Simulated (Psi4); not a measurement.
Approach curve of the dimer CH4 ··· C2H2 (SMILES C and C#C). Monomers: optimised at B3LYP-D3(BJ) (def2-TZVP), held rigid. Orientation: lowest of the rigid-body minima from ten starts at GFN2-xTB. R is the distance of the centres of mass, along which the second monomer moves.

Levels of theory: PBE/def2-TZVP, counterpoise-corrected (Psi4); PBE-D3(BJ)/def2-TZVP, counterpoise-corrected (Psi4); PBE0/def2-TZVP, counterpoise-corrected (Psi4); SAPT0/jun-cc-pVDZ, frozen core (Psi4).

Interaction energies in kcal/mol; the last columns give the difference from SAPT0:

```json
[
 {"R / Å": "3.30", "PBE/def2-TZVP": "3.20", "PBE-D3(BJ)/def2-TZVP": "2.23", "PBE0/def2-TZVP": "3.28", "SAPT0/jun-cc-pVDZ": "3.64", "PBE/def2-TZVP − SAPT0/jun-cc-pVDZ": "-0.44", "PBE-D3(BJ)/def2-TZVP − SAPT0/jun-cc-pVDZ": "-1.41", "PBE0/def2-TZVP − SAPT0/jun-cc-pVDZ": "-0.36"},
 {"R / Å": "3.48", "PBE/def2-TZVP": "1.44", "PBE-D3(BJ)/def2-TZVP": "0.59", "PBE0/def2-TZVP": "1.51", "SAPT0/jun-cc-pVDZ": "1.74", "PBE/def2-TZVP − SAPT0/jun-cc-pVDZ": "-0.30", "PBE-D3(BJ)/def2-TZVP − SAPT0/jun-cc-pVDZ": "-1.15", "PBE0/def2-TZVP − SAPT0/jun-cc-pVDZ": "-0.24"},
 {"R / Å": "3.66", "PBE/def2-TZVP": "0.50", "PBE-D3(BJ)/def2-TZVP": "-0.23", "PBE0/def2-TZVP": "0.56", "SAPT0/jun-cc-pVDZ": "0.69", "PBE/def2-TZVP − SAPT0/jun-cc-pVDZ": "-0.19", "PBE-D3(BJ)/def2-TZVP − SAPT0/jun-cc-pVDZ": "-0.92", "PBE0/def2-TZVP − SAPT0/jun-cc-pVDZ": "-0.13"},
 {"R / Å": "3.90", "PBE/def2-TZVP": "-0.08", "PBE-D3(BJ)/def2-TZVP": "-0.67", "PBE0/def2-TZVP": "-0.01", "SAPT0/jun-cc-pVDZ": "0.02", "PBE/def2-TZVP − SAPT0/jun-cc-pVDZ": "-0.09", "PBE-D3(BJ)/def2-TZVP − SAPT0/jun-cc-pVDZ": "-0.69", "PBE0/def2-TZVP − SAPT0/jun-cc-pVDZ": "-0.03"},
 {"R / Å": "4.13", "PBE/def2-TZVP": "-0.27", "PBE-D3(BJ)/def2-TZVP": "-0.74", "PBE0/def2-TZVP": "-0.20", "SAPT0/jun-cc-pVDZ": "-0.21", "PBE/def2-TZVP − SAPT0/jun-cc-pVDZ": "-0.05", "PBE-D3(BJ)/def2-TZVP − SAPT0/jun-cc-pVDZ": "-0.53", "PBE0/def2-TZVP − SAPT0/jun-cc-pVDZ": "0.01"},
 {"R / Å": "4.26", "PBE/def2-TZVP": "-0.30", "PBE-D3(BJ)/def2-TZVP": "-0.71", "PBE0/def2-TZVP": "-0.24", "SAPT0/jun-cc-pVDZ": "-0.26", "PBE/def2-TZVP − SAPT0/jun-cc-pVDZ": "-0.04", "PBE-D3(BJ)/def2-TZVP − SAPT0/jun-cc-pVDZ": "-0.45", "PBE0/def2-TZVP − SAPT0/jun-cc-pVDZ": "0.02"},
 {"R / Å": "4.60", "PBE/def2-TZVP": "-0.27", "PBE-D3(BJ)/def2-TZVP": "-0.56", "PBE0/def2-TZVP": "-0.23", "SAPT0/jun-cc-pVDZ": "-0.25", "PBE/def2-TZVP − SAPT0/jun-cc-pVDZ": "-0.03", "PBE-D3(BJ)/def2-TZVP − SAPT0/jun-cc-pVDZ": "-0.31", "PBE0/def2-TZVP − SAPT0/jun-cc-pVDZ": "0.02"},
 {"R / Å": "4.88", "PBE/def2-TZVP": "-0.21", "PBE-D3(BJ)/def2-TZVP": "-0.42", "PBE0/def2-TZVP": "-0.18", "SAPT0/jun-cc-pVDZ": "-0.20", "PBE/def2-TZVP − SAPT0/jun-cc-pVDZ": "-0.01", "PBE-D3(BJ)/def2-TZVP − SAPT0/jun-cc-pVDZ": "-0.22", "PBE0/def2-TZVP − SAPT0/jun-cc-pVDZ": "0.02"},
 {"R / Å": "5.39", "PBE/def2-TZVP": "-0.12", "PBE-D3(BJ)/def2-TZVP": "-0.23", "PBE0/def2-TZVP": "-0.10", "SAPT0/jun-cc-pVDZ": "-0.12", "PBE/def2-TZVP − SAPT0/jun-cc-pVDZ": "0.01", "PBE-D3(BJ)/def2-TZVP − SAPT0/jun-cc-pVDZ": "-0.11", "PBE0/def2-TZVP − SAPT0/jun-cc-pVDZ": "0.03"},
 {"R / Å": "6.09", "PBE/def2-TZVP": "-0.04", "PBE-D3(BJ)/def2-TZVP": "-0.10", "PBE0/def2-TZVP": "-0.04", "SAPT0/jun-cc-pVDZ": "-0.06", "PBE/def2-TZVP − SAPT0/jun-cc-pVDZ": "0.02", "PBE-D3(BJ)/def2-TZVP − SAPT0/jun-cc-pVDZ": "-0.04", "PBE0/def2-TZVP − SAPT0/jun-cc-pVDZ": "0.02"},
 {"R / Å": "7.07", "PBE/def2-TZVP": "-0.01", "PBE-D3(BJ)/def2-TZVP": "-0.03", "PBE0/def2-TZVP": "-0.01", "SAPT0/jun-cc-pVDZ": "-0.02", "PBE/def2-TZVP − SAPT0/jun-cc-pVDZ": "0.01", "PBE-D3(BJ)/def2-TZVP − SAPT0/jun-cc-pVDZ": "-0.01", "PBE0/def2-TZVP − SAPT0/jun-cc-pVDZ": "0.01"},
 {"R / Å": "8.38", "PBE/def2-TZVP": "0.00", "PBE-D3(BJ)/def2-TZVP": "-0.01", "PBE0/def2-TZVP": "0.00", "SAPT0/jun-cc-pVDZ": "-0.01", "PBE/def2-TZVP − SAPT0/jun-cc-pVDZ": "0.00", "PBE-D3(BJ)/def2-TZVP − SAPT0/jun-cc-pVDZ": "0.00", "PBE0/def2-TZVP − SAPT0/jun-cc-pVDZ": "0.00"}
]
```

PBE/def2-TZVP is furthest from SAPT0/jun-cc-pVDZ at 3.30 (-0.44 kcal/mol, below); its mean absolute difference over the points is 0.10 kcal/mol.

PBE-D3(BJ)/def2-TZVP is furthest from SAPT0/jun-cc-pVDZ at 3.30 (-1.41 kcal/mol, below); its mean absolute difference over the points is 0.49 kcal/mol.

PBE0/def2-TZVP is furthest from SAPT0/jun-cc-pVDZ at 3.30 (-0.36 kcal/mol, below); its mean absolute difference over the points is 0.07 kcal/mol.
